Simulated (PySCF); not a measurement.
C$_{4}$H$_{3}$O, charge -1, singlet, at a GFN2-xTB geometry; M062X/def2-SV(P) (PySCF).

Here is a job for PySCF.
```python
from pyscf import gto, scf, dft

mol = gto.M(
    atom='''
O     0.00331424   -0.00072523    1.15085558
C    -0.00480857    1.10916172    0.26448605
C     0.00618756   -1.05863609    0.30308132
C    -0.00715679    0.81484723   -1.06555540
C     0.00039392   -0.64547339   -0.98975849
H    -0.00807905    2.06158188    0.79005941
H     0.01244746   -2.04160206    0.76339482
H     0.00142101   -1.33357490   -1.83381975
''',
    basis='def2-sv(p)',
    charge=-1,
    verbose=4,
)

mf = dft.RKS(mol)
mf.xc = 'm062x'
mf.DIIS = scf.EDIIS
mf.kernel()
```

The log (banner, timings and long lists left out):

```
PySCF version 2.14.0

[INPUT] verbose = 4
[INPUT] num. atoms = 8
[INPUT] num. electrons = 36
[INPUT] charge = -1
[INPUT] spin (= nelec alpha-beta = 2S) = 0
[INPUT] symmetry False subgroup None
[INPUT] Mole.unit = angstrom
[INPUT] Symbol           X                Y                Z      unit          X                Y                Z       unit  Magmom
[...]
nuclear repulsion = 150.781885698735
number of shells = 36
number of NR pGTOs = 132
number of NR cGTOs = 76
basis = def2-sv(p)
ecp = {}

******** <class 'pyscf.dft.rks.RKS'> ********
method = RKS
initial guess = minao
damping factor = 0
level_shift factor = 0
DIIS = <class 'pyscf.scf.diis.EDIIS'>
diis_start_cycle = 1
diis_space = 8
diis_damp = 0
SCF conv_tol = 1e-09
SCF conv_tol_grad = None
SCF max_cycles = 50
direct_scf = True
direct_scf_tol = 1e-13
XC library pyscf.dft.libxc version 7.1.2
    S. Lehtola, C. Steigemann, M. J. T. Oliveira, and M. A. L. Marques,  SoftwareX 7, 1–5 (2018)
XC functionals = m062x
    Y. Zhao and D. G. Truhlar,  Theor. Chem. Acc. 120, 215 (2008)
    Y. Zhao and D. G. Truhlar,  Theor. Chem. Acc. 120, 215 (2008)
radial grids:
    Treutler-Ahlrichs [JCP 102, 346 (1995); DOI:10.1063/1.469408] (M4) radial grids

becke partition: Becke, JCP 88, 2547 (1988); DOI:10.1063/1.454033
pruning grids: <function nwchem_prune>
grids dens level: 3
symmetrized grids: False
atomic radii adjust function: <function treutler_atomic_radii_adjust>
small_rho_cutoff = 0
Set gradient conv threshold to 3.16228e-05
Initial guess from minao.
tot grids = 99984
init E= -230.026977050348
[...]
cycle= 1 E= -229.004698690387  delta_E= 1.02  |g|= 0.556  |ddm|= 3.36
[...]
cycle= 2 E= -229.014137055676  delta_E= -0.00944  |g|= 0.559  |ddm|= 1.63
[...]
cycle= 3 E= -229.090103455647  delta_E= -0.076  |g|= 0.0719  |ddm|= 0.877
[...]
cycle= 4 E= -229.090103455655  delta_E= -8.01e-12  |g|= 0.0719  |ddm|= 4.16e-10
[...]
cycle= 5 E= -229.090103455267  delta_E= 3.88e-10  |g|= 0.0719  |ddm|= 1.96e-08
[...]
cycle= 6 E= -229.090103455645  delta_E= -3.78e-10  |g|= 0.0719  |ddm|= 1.9e-08
[...]
cycle= 7 E= -229.090103455563  delta_E= 8.13e-11  |g|= 0.0719  |ddm|= 4.01e-09
[...]
cycle= 8 E= -229.090103455647  delta_E= -8.33e-11  |g|= 0.0719  |ddm|= 4.12e-09
[...]
cycle= 9 E= -229.090103455799  delta_E= -1.53e-10  |g|= 0.0719  |ddm|= 7.71e-09
[...]
cycle= 10 E= -229.086028050817  delta_E= 0.00408  |g|= 0.154  |ddm|= 0.168
[...]
cycle= 11 E= -229.088963480983  delta_E= -0.00294  |g|= 0.101  |ddm|= 0.277
[...]
[...]
[...]
cycle= 23 E= -229.091572892098  delta_E= 2.36e-11  |g|= 0.00481  |ddm|= 4.79e-08
[...]
cycle= 24 E= -229.091572892231  delta_E= -1.33e-10  |g|= 0.00481  |ddm|= 9.31e-08
[...]
cycle= 25 E= -229.09157289206  delta_E= 1.71e-10  |g|= 0.00481  |ddm|= 1.04e-07
[...]
cycle= 26 E= -229.091572892042  delta_E= 1.84e-11  |g|= 0.00481  |ddm|= 1.04e-08
[...]
cycle= 27 E= -229.091321600012  delta_E= 0.000251  |g|= 0.0366  |ddm|= 0.0293
[...]
cycle= 28 E= -229.091479896719  delta_E= -0.000158  |g|= 0.0215  |ddm|= 0.0362
[...]
cycle= 29 E= -229.091512073114  delta_E= -3.22e-05  |g|= 0.0167  |ddm|= 0.0334
[...]
cycle= 30 E= -229.091565678057  delta_E= -5.36e-05  |g|= 0.00818  |ddm|= 0.0135
[...]
cycle= 31 E= -229.091565678109  delta_E= -5.21e-11  |g|= 0.00818  |ddm|= 6.78e-08
[...]
cycle= 32 E= -229.091565678533  delta_E= -4.24e-10  |g|= 0.00818  |ddm|= 1.19e-07
[...]
cycle= 33 E= -229.091565678117  delta_E= 4.16e-10  |g|= 0.00818  |ddm|= 1.17e-07
[...]
cycle= 34 E= -229.091565677844  delta_E= 2.73e-10  |g|= 0.00818  |ddm|= 2.01e-07
[...]
cycle= 35 E= -229.091565678172  delta_E= -3.28e-10  |g|= 0.00818  |ddm|= 1.92e-07
[...]
cycle= 36 E= -229.091516727318  delta_E= 4.9e-05  |g|= 0.0182  |ddm|= 0.0188
[...]
cycle= 37 E= -229.091563969122  delta_E= -4.72e-05  |g|= 0.00792  |ddm|= 0.0157
[...]
cycle= 38 E= -229.091574985353  delta_E= -1.1e-05  |g|= 0.00438  |ddm|= 0.00834
[...]
cycle= 39 E= -229.091574985063  delta_E= 2.9e-10  |g|= 0.00438  |ddm|= 1.35e-07
[...]
cycle= 40 E= -229.091574985095  delta_E= -3.21e-11  |g|= 0.00438  |ddm|= 1.84e-08
[...]
cycle= 41 E= -229.091574985105  delta_E= -9.66e-12  |g|= 0.00438  |ddm|= 2.65e-08
[...]
cycle= 42 E= -229.091574985428  delta_E= -3.23e-10  |g|= 0.00438  |ddm|= 1.69e-07
[...]
cycle= 43 E= -229.091574990957  delta_E= -5.53e-09  |g|= 0.00437  |ddm|= 1.19e-05
[...]
cycle= 44 E= -229.091571058341  delta_E= 3.93e-06  |g|= 0.00614  |ddm|= 0.00281
[...]
cycle= 45 E= -229.091569944473  delta_E= 1.11e-06  |g|= 0.00686  |ddm|= 0.00862
[...]
cycle= 46 E= -229.09157699196  delta_E= -7.05e-06  |g|= 0.00246  |ddm|= 0.00619
[...]
cycle= 47 E= -229.091577497893  delta_E= -5.06e-07  |g|= 0.00203  |ddm|= 0.000517
[...]
cycle= 48 E= -229.091577029074  delta_E= 4.69e-07  |g|= 0.00243  |ddm|= 0.000483
[...]
cycle= 49 E= -229.091577339997  delta_E= -3.11e-07  |g|= 0.00217  |ddm|= 0.00031
[...]
cycle= 50 E= -229.091577238136  delta_E= 1.02e-07  |g|= 0.00226  |ddm|= 0.000108
SCF not converged.
SCF energy = -229.091577238136
```

The run did not converge; its last values are not results.
